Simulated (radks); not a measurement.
Values are calculated unless marked as measured or tabulated.
Q: The arsenic ion As3+, [Ar] 3d10 4s2. Code: a radial shooting solver on a logarithmic mesh with Libxc functionals. Model: non-relativistic Kohn-Sham, exchange-only PBE, spin-polarised, spherical densities, point nucleus. Every spin shell is full or empty, so the densities are truly spherical. Functionals are evaluated on that one density, not self-consistently. Rank these orbital-free kinetic functionals by their error against the exact value of the orbitals, and give that value: Thomas-Fermi, von Weizsacker, TF + vW, TF + vW/9, LC94, revAPBEK, Perdew 92, Thakkar, Pearson, LKT, PG1, DePristo-Kress, Ernzerhof.

A: Exact: 2231.98 hartree. From best to worst, with 100 (|E| - |E exact|)/|E exact| (equal figures are ties): LC94 -0.03, DePristo-Kress -0.13, revAPBEK +0.28, Ernzerhof -0.42, Thakkar -0.51, Perdew 92 -0.78, TF + vW/9 -0.79, Pearson -1.17, Thomas-Fermi -6.10, PG1 +17.86, LKT +22.57, TF + vW +41.74, von Weizsacker -52.16.
